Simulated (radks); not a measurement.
Values are calculated unless marked as measured or tabulated.
Numerical settings for neutral iron, [Ar] 3d6 4s2. Code: a radial shooting solver on a logarithmic mesh with Libxc functionals. Model: scalar-relativistic Kohn-Sham, r2SCAN, spin-polarised, spherical densities, finite nucleus; open shells are filled with parallel spins first; meta-GGA in the generalised Kohn-Sham scheme; Fermi nuclear charge, rms radius 3.7377 fm. The defaults (mesh step 0.008 in ln r, mesh end at 40 bohr or more with all orbitals vanishing there, Anderson mixing 0.5 over 9 steps, residual threshold near 1e-9 with the energy settled to 1e-9 hartree or 1e-11 of itself, here a cap of 54 iterations) give E = -1272.812 hartree and 3d at -4.501 eV in 15 iterations. Run on one thread of a shared host, so times are rough (Arm Neoverse V2): 0.16 s of CPU time, 0.16 s wall, 15 iterations on 2381 mesh points. Changes against that run (0 stands for a change within the tolerance of the run):

| setting | iterations | converged | E (mhartree) | e(3d) (meV) | CPU (s) |
|---|---|---|---|---|---|
| mesh step in ln r 0.005 | 20 | yes | 0 | +0.00305 | 0.31 |
| mesh step in ln r 0.003 | 28 | yes | 0 | 0 | 0.67 |
| mesh step in ln r 0.012 | 15 | yes | 0 | 0 | 0.11 |
| mesh end (bohr) 1 | 11 | level above zero | +1.23e+05 | +2.87e+05 | 0.09 |
| mesh end (bohr) 12 | 15 | yes | +0.0235 | +2.88 | 0.15 |
| residual threshold 1e-16 | 54 | no | 0 | 0 | 0.38 |
| residual threshold 1e-05 | 14 | yes | 0 | +0.00522 | 0.15 |
| mixing 1.5 | 20 | yes | 0 | 0 | 0.2 |
| linear mixing, mixing 0.2 | 54 | no | 0 | +0.101 | 0.49 |
| linear mixing, mixing 0.8 | 26 | no | diverged | - | 0.46 |
| mixing history 3 | 21 | yes | 0 | 0 | 0.21 |
| iteration cap 3 | 3 | no | +3.8 | +1.44e+03 | 0.05 |

Settled on a wrong energy, with an occupied level pushed above zero by the early mesh end: mesh end (bohr) 1 (+123 hartree). Apart from these: no run marked as converged misses the energy by more than 1 mhartree. A mesh that ends early acts as a hard wall.
